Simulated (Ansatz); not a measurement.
CH$_{5}$FNSc, SMILES `[CH3][Sc]([NH2])[F]`. Total charge 0; spin multiplicity 1. Geometry: relaxed with PBE0-D4/def2-TZVP. It is one conformer, not always the lowest.

```xyz
9

C     0.919    1.349    0.163
Sc   -0.505   -0.106   -0.656
N    -0.819   -1.761    0.373
F    -1.373    0.203   -2.262
H     0.931    2.310   -0.365
H     0.708    1.564    1.220
H     1.945    0.958    0.133
H    -0.375   -1.986    1.256
H    -1.432   -2.532    0.140
```

Task: What is the dipole moment at B3LYP/def2-TZVPP? (Best estimate.)

Result: Computed: 2.03 D, with components (0.14, -1.37, 1.49) D in this frame, pointing from negative to positive charge.

Task: And with PBE, r2SCAN, ωB97M-V? (Best estimate.)

Result: Computed: PBE 2.01 D, r2SCAN 2.00 D, ωB97M-V 1.97 D.

Task: Give the Mulliken charges with B3LYP, ωB97M-V, r2SCAN in def2-TZVPP. (Estimate.)

Result: The calculation gave: 
| atom | B3LYP | ωB97M-V | r2SCAN |
| --- | --- | --- | --- |
| C1 | -0.58 | -0.61 | -0.48 |
| Sc2 | 0.95 | 0.89 | 0.95 |
| N3 | -0.46 | -0.40 | -0.51 |
| F4 | -0.44 | -0.43 | -0.43 |
| H5 | 0.09 | 0.11 | 0.06 |
| H6 | 0.09 | 0.11 | 0.06 |
| H7 | 0.09 | 0.11 | 0.06 |
| H8 | 0.13 | 0.11 | 0.15 |
| H9 | 0.13 | 0.11 | 0.15 |

B3LYP here is the variant with VWN-RPA as its local correlation; programs differ in this.
